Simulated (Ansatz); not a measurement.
Reaction (hydrogen abstraction from a B–H bond): `CBCC` + Cl• → `C[B]CC`• + HCl

Calculated with Ansatz (gas phase, PBE0-D4/def2-TZVP geometries, no zero-point term in ΔE). CCSD(T)/CBS is the MP2 limit (def2-TZVPP, def2-QZVPP) plus CCSD(T) − MP2 in def2-TZVPP, frozen cores. This one scheme is used for every species, atoms too. DFT in def2-TZVPP. No spin–orbit coupling; open shells (•) take unrestricted orbitals. Spin–orbit coupling would lower the free atoms: a little for Cl. One conformer a species, not always the lowest.

CCSD(T)/CBS gives +8.5 kJ/mol.

Problem. Another level gave +5.3 kJ/mol. Which?
A. PBE0/def2-TZVPP
B. BLYP/def2-TZVPP
C. LDA (SPW92)/def2-TZVPP
D. PBE/def2-TZVPP

Solution. B. BLYP 5.3, PBE -10.9, LDA (SPW92) -26.0, PBE0 -1.4 kJ/mol.

Problem. What do rigid-rotor, harmonic-oscillator terms from PBE0-D4/def2-TZVP frequencies (298.15 K, 1 bar) make of the CCSD(T)/CBS value? (Estimate.)

Solution. Computed: ΔZPE = -10.0 kJ/mol, ΔH = +0.8 kJ/mol, ΔS = 27 J/(mol·K), ΔG = -7.3 kJ/mol. Open shells count their whole term as degenerate. Modes under 50 cm⁻¹ make the entropy rough.

Largest T1 diagnostic among the species: 0.011.

From PBE to PBE0 (25 % exact exchange), in def2-TZVPP and without D4, ΔE moves by +9.5 kJ/mol. In def2-TZVPP, CCSD(T) changes the Hartree–Fock value by −26.1 kJ/mol (the triples alone add −4.5 kJ/mol) and MP2 by −36.6 kJ/mol. Leaving LDA and LC-ωPBE aside and taking each functional with its dispersion term where it has one, the values, not all of them listed here, spread over 35.3 kJ/mol, from PBE-D4 to BHLYP-D4. LDA lies −15.1 kJ/mol from PBE without D4.

CCSD(T)/CBS has its own doubt, a few kJ/mol and more with outer-core shells, so smaller differences from it don't rank the levels.
